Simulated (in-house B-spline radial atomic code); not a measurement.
## V²⁺: [Ne] 3s2 (3p1/2)1 (3p3/2)3 3d3 4s2 (with a hole in an inner shell)

Computed with an all-electron radial atomic-structure program (B-spline basis): Dirac-Kohn-Sham relativistic LDA, spherical fractional occupations, Fermi nucleus of rms radius 3.6002 fm.

Z_r = [3n² - l(l+1)]/(2<r>); Z_e = n√(-2ε); the last column is Slater's effective charge. Values are occupation-weighted means over j.

```csv
shell,electrons,ε (eV),<r> (bohr),Z_r,Z_e,Slater
1s,2,-5378.4,0.06665,22.51,19.88,22.70
2s,2,-636.98,0.3088,19.43,13.68,18.85
2p,6,-539.78,0.2741,18.24,12.60,18.85
3s,2,-101.77,0.9256,14.58,8.20,12.45
3p,4,-75.346,0.9735,12.84,7.06,12.45
3d,3,-34.693,1.111,9.45,4.79,6.30
4s,2,-22.575,2.519,9.53,5.15,5.00
```

The least bound orbital is 4s1/2 at -22.57 eV, and it is also the most diffuse (<r> = 2.519 bohr). The part-filled 3p shell lies below the filled 4s shell in orbital energy.

For the 1s electron the small component carries 0.676 % of the norm, the zero-frequency Breit interaction raises the level by 5.578 eV, self-energy by 2.684 eV, and vacuum polarisation lowers it by 0.2136 eV.
